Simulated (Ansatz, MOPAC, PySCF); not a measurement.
Species: SnO₂, net charge 0, singlet state. SMILES: [O]=[Sn]=[O]
Geometry: optimised at B3LYP-D3(BJ)/def2-TZVP (Ansatz, a quantum-chemistry and plane-wave program).

Property: vertical ionisation energy to the doublet, in eV. Set-up: no dispersion term unless named; spin-orbit terms left out; each state is the SCF solution reached for its charge and spin; def2 sets with scalar-relativistic core potentials past Kr; LANL2DZ with its own core potentials from Na on; open shells spin-unrestricted; STO-3G and 3-21G all-electron and non-relativistic; six Cartesian d functions in 6-31G* and its kin unless marked 5d. First-principles rows: single points at B3LYP-D3(BJ) geometries (Ansatz). Semi-empirical rows: differences of heats of formation at the shared geometry for vertical values.

| level | program | vertical ionisation energy to the doublet (eV) |
|---|---|---|
| PM3 | MOPAC | 10.25 |
| PM6 | MOPAC | 10.09 |
| MNDO | MOPAC | 10.29 |
| B3LYP/3-21G | Ansatz | 9.64 |
| B3LYP/6-31G* with LANL2DZ past Ar | Ansatz | 10.44 |
| M06-2X/6-31G* with LANL2DZ past Ar (5d) | PySCF | 10.66 |
| B3LYP/def2-TZVPD | Ansatz | 10.84 |
| wB97M-V/def2-TZVPD | Ansatz | 11.00 |

No value to compare with is used here. The 6 habitual levels span 9.64 (B3LYP/3-21G) to 10.66 eV (M06-2X/6-31G* with LANL2DZ past Ar (5d)); B3LYP/def2-TZVPD gives 10.84.

The levels are drawn from those run, B3LYP/6-31G* more often than the rest, none by its result; left out are runs that failed, that the program found above a lower state of the same kind, or whose <S^2> lies over 0.5 above the pure value.
